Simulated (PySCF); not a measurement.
Numbering as in the mapped SMILES `[F:1][C:2]1=[CH:3][C@@H:4]2[CH:5]=[CH:6][C@H:7]12` (H(Xn): hydrogen on atom n).

Geometry: PBE0-D3(BJ)/def2-SVP; GIAO shifts from PySCF, gas phase, non-relativistic, averaged over equivalent atoms.

At PBE0/aug-cc-pVDZ (206 basis functions, 21 s wall time on 1 thread of an Arm Neoverse V2, shared host):
```csv
atoms,δ (ppm)
F1,-80.6
C2,164.4
C5,146.6
C6,142.9
C3,107.7
C7,52.9
C4,39.5
H(C6),7.03
H(C5),6.99
H(C3),5.39
H(C7),3.93
H(C4),3.53
```

Shifts are taken against calculated references (same method and geometry level): ¹⁹F (σref 194.15) vs CFCl3; ¹³C (σref 195.12), ¹H (σref 31.39) vs TMS.

Question: What do these become at PBE0/def2-TZVP?

Answer: 
```
atoms  δ at PBE0/def2-TZVP  change
   F1                -81.0    -0.4
   C2                173.6    +9.2
   C5                154.5    +7.9
   C6                150.4    +7.5
   C3                113.0    +5.3
   C7                 53.8    +0.9
   C4                 39.9    +0.4
H(C6)                 6.97   -0.06
H(C5)                 6.95   -0.04
H(C3)                 5.30   -0.09
H(C7)                 3.87   -0.06
H(C4)                 3.48   -0.05
```

Scale: ¹⁹F (σref 178.85) vs CFCl3; ¹³C (σref 186.65) and ¹H (σref 31.48) against TMS (reference shieldings calculated alike).

The largest change is at C2 (fully substituted alkene carbon). Cost: 247 basis functions, 26 s wall time on 1 thread of an Arm Neoverse V2, shared host. The order of the carbon signals is the same at both levels.

Unscaled 19F shifts against computed CFCl3 carry errors that often reach 10 to 50 ppm.
